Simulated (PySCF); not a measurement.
**Correlation energy of As⁺ (arsenic, charge +1)**

[Ar] 3d10 4s2 4p2, high-spin 3P determinant. All numbers are calculated (PySCF 2.14, scalar relativity by spin-free X2C-1e, in jorge-DZP-DKH). Frozen: [Ar] 3d10; 4 electrons correlated.

MP2 pair energies summed by pair of shells (mhartree):

```
 pair  energy  share (%)
4s-4p  -12.05       47.8
4s-4s  -11.86       47.0
4p-4p   -1.33        5.3
```

Total MP2 correlation energy: -25.24 mhartree.

Same-spin part -2.99 and opposite-spin part -22.25 mhartree; SCS-MP2 scales them by 1/3 and 6/5 to -27.70 mhartree.

| level | correlation energy (mhartree) |
| --- | --- |
| CCSD | -33.79 |
| (T) | -0.21 |
| CCSD(T) | -34.00 |

Diagnostics: T1 = 0.0034, D1 = 0.0075, largest double amplitude 0.099.

Cost of the coupled-cluster step: 0.34 s of wall time on 1 thread of Neoverse-V1 (shared host), for 4 correlated electrons.
